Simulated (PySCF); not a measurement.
Start geometry of `C(C)N[SiH3]` from a GFN2-xTB structure with every atom displaced at random (by about 0.01 Å) (Å):
```
atom  x, y, z in Å
C1     1.960    0.024    0.217
C2     0.537   -0.564    0.268
N3    -0.414    0.210   -0.519
Si4   -2.034    0.348   -0.162
H5     1.910    1.070    0.558
H6     2.624   -0.516    0.829
H7     2.320    0.047   -0.811
H8     0.603   -1.598   -0.080
H9     0.184   -0.563    1.322
H10   -0.100    0.288   -1.462
H11   -2.163    0.824    1.231
H12   -2.829   -0.906   -0.253
H13   -2.593    1.318   -1.148
```

Question: What comes out of this run: PySCF 2.14.0, PBE0-D3(BJ)/def2-SVP geometry optimisation, gas phase?

Answer: 
```
atom  x, y, z in Å
C1     1.9034    0.1697    0.3521
C2     0.5828   -0.5750    0.2523
N3    -0.3712    0.1046   -0.5955
Si4   -2.0630    0.2529   -0.2756
H5     1.7476    1.1827    0.7524
H6     2.6142   -0.3622    1.0035
H7     2.3728    0.2705   -0.6404
H8     0.7717   -1.6149   -0.0844
H9     0.1408   -0.6680    1.2596
H10   -0.0551    0.2273   -1.5514
H11   -2.2515    0.7475    1.1240
H12   -2.8670   -1.0126   -0.3943
H13   -2.6174    1.2314   -1.2595
```

The energy falls by 16.1 kJ/mol over 6 energy and gradient evaluations, the largest force component goes from 0.0447 to 1.9e-04 Eh/bohr, and the atoms move by 0.087 Å rms after alignment. The bond that changes most is N3–Si4 (silicon-bound nitrogen to SiH3 silicon), which lengthens by 0.064 Å. Bonds longer at the end by more than 0.005 Å: 7 of 12; shorter: 3. Among the angles that change most is C2–N3–H10, from 110.3° to 113.8°. Among the dihedrals that turn most is H9–C2–N3–Si4, from -30° to -19°. Rotational constants go from 21536, 2480, 2412 to 20142, 2437, 2394 MHz. The orientation of the end geometry is arbitrary; only internal coordinates are fixed.

The run used 105 basis functions and 36 SCF cycles in all. The run took 32 s on one thread of an Arm Neoverse N1, no GPU, shared host, and the process peaked at 0.43 GiB of memory.

PBE0-D3(BJ)/def2-SVP frequencies: not computed here. One conformer, not necessarily the lowest.
